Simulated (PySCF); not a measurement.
Species: C2H8N2Si2.
Atom-mapped SMILES: `[CH2:1]=[CH:2][N:3]1[SiH2:4][NH:5][SiH2:6]1`

Cartesian coordinates in Å at the PBE0-D3(BJ)/def2-SVP level; atoms count from 1:
```xyz
14
C2H8N2Si2 angstrom
C      2.3435    0.5465    0.2694
C      1.3455   -0.3359    0.4240
N     -0.0020   -0.0831    0.2600
Si    -1.4619   -1.0591    0.4040
N     -2.3347    0.3910   -0.0077
Si    -0.9026    1.3773   -0.1591
H      3.3792    0.2437    0.4264
H      2.1575    1.5871   -0.0149
H      1.5888   -1.3673    0.7098
H     -1.7080   -1.6187    1.7695
H     -1.5618   -2.1912   -0.5688
H     -3.3169    0.5910   -0.1199
H     -0.6175    1.9197   -1.5227
H     -0.7677    2.5013    0.8171
```

NICS = −σ at a ghost point: NICS(0) at the centroid of the ring atoms, NICS(1) 1 Å to either side along the normal of their mean plane, zz for the tensor component along that normal. Level: GIAO KT2/pcSseg-2 (PySCF, non-relativistic, gas phase) on the PBE0-D3(BJ)/def2-SVP geometry, one conformer.

Ring bond lengths (Å): N3–Si4 1.762, Si4–N5 1.742, N5–Si6 1.745, Si6–N3 1.766.

Task: Give the NICS values of each ring in ppm.

Result: 
| ring | type | NICS(0) | NICS(1), two faces | NICS(1)zz, two faces | rms pucker (Å) | centre to ring atoms, mean (Å) |
| --- | --- | --- | --- | --- | --- | --- |
| N3–Si4–N5–Si6 | 4-membered ring with 2 N and 2 Si; formal bonds all single | -7.3 | -1.9 / -1.9 | -0.7 / -0.6 | 0.00 | 1.24 |

Task: What can be read from them?

Result: 
- N3–Si4–N5–Si6: mean NICS(1)zz -0.6 ppm, near zero. Si4, Si6 have four or more neighbours; no verdict on aromaticity is drawn. NICS(0) lies 5 ppm below the mean NICS(1).

Task: At the first NICS(1) probe listed for ring N3–Si4–N5–Si6, 1 Å off the ring, how large is the induced field along the normal in 14.1 T applied along it?

Result: NICSzz × B0 = -0.7 ppm × 14.1 T = -10 μT, against the applied field.

Task: Give the inner angles of the rings.

Result: 
- N3–Si4–N5–Si6: N3 93.1°, Si4 86.3°, N5 94.6°, Si6 86.0°; sum 360.0° against 360° for a flat convex ring.

Task: What are the shieldings of the ring atoms and their hydrogens in the same run (means over atoms taken as equivalent)?

Result: 
| atoms | environment | σ isotropic (ppm) |
| --- | --- | --- |
| N3 | nitrogen bridging silicon atoms | 173.9 |
| Si4 (×2) | SiH2 silicon | 366.3 |
| N5 | nitrogen bridging silicon atoms | 249.7 |
| H10 (×4) | Si–H hydrogen | 25.14 |
| H12 | N–H hydrogen | 31.01 |

Task: How do the values depend on the level or the medium?

Result: 
| level | NICS(0), N3–Si4–N5–Si6 | mean NICS(1)zz, N3–Si4–N5–Si6 |
| --- | --- | --- |
| KT2/pcSseg-2, gas | -7.3 | -0.6 |
| PBE0/pcSseg-1, gas | -8.4 | -0.3 |
| PBE0/pcSseg-1, IEF-PCM dichloromethane | -8.3 | -0.4 |
| PBE0/pcSseg-1, IEF-PCM dimethylsulfoxide | -8.3 | -0.4 |

The geometry is the same throughout; the continuum's cavity takes Bondi-type radii × 1.2.
